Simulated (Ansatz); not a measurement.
`[OH][Mo](=[S])(=[S])[Cl]` + dimethylamine → `C[N](C)[Mo]([OH])(=[S])=[S]` + HCl at 600 K and 1 bar (ligand exchange at a Mo–Cl bond).

Gas-phase electronic energies from Ansatz, PBE0-D4/def2-TZVP geometries. CBS: MP2 limit from def2 TZ/QZ plus the TZ coupled-cluster correction, frozen cores. This one scheme is used for every species. Elements past krypton have def2 core potentials. For Mo outer-core shells are correlated without core-valence functions, which leaves a few kJ/mol of doubt a bond. Each species was taken in one conformer, which may not be the lowest.

```tsv
species	CCSD(T)/CBS energy (Eh)	H − E (kJ/mol)	S (J/(mol·K))
`[OH][Mo](=[S])(=[S])[Cl]`	-1399.40594	102.9	437.7
`CNC`	-135.00321	284.6	333.5
`C[N](C)[Mo]([OH])(=[S])=[S]`	-1074.01669	346.8	567.4
HCl	-460.38127	35.4	207.2
```

H − E and S are ideal-gas, rigid-rotor, harmonic terms from PBE0-D4/def2-TZVP, for one conformer and one mirror image of each species. 1 Eh = 2625.50 kJ/mol, R = 8.31446 J/(mol·K).

**Question.** By hand: ΔE, ΔH, ΔS and ΔG.

**Answer.** ΔE = (-1074.01669) + (-460.38127) − (-1399.40594) − (-135.00321) = 0.01119 Eh = 29.4 kJ/mol. Δ(H − E) = 346.8 + 35.4 − 102.9 − 284.6 = -5.3, so ΔH = 24.1 kJ/mol. ΔS = 567.4 + 207.2 − 437.7 − 333.5 = 3.4 J/(mol·K). ΔG = 24.1 − 600 × (3.4)/1000 = 22.1 kJ/mol.

**Question.** By hand: the equilibrium constant, and the temperature at which ΔG would vanish if ΔH and ΔS stayed fixed.

**Answer.** log₁₀ K = −ΔG/(RT ln 10) = -1.9. ΔG = 0 at ΔH/ΔS = 7088 K, far beyond where these terms or the molecules hold.

The number of gas molecules stays the same, so ΔS is small and ΔH decides. A doubt of 5 kJ/mol in ΔE shifts log₁₀ K by 0.4 here. Other conformers and mirror images would add mixing entropy, several J/(mol·K) or more a flexible species. Modes under 60 cm⁻¹, often nearly free rotors, make the harmonic entropy too high. These are equilibria of isolated gas molecules and say nothing of rates. Largest T1 diagnostic: 0.024 (customary marks: 0.02 for closed shells, 0.045 for open ones).
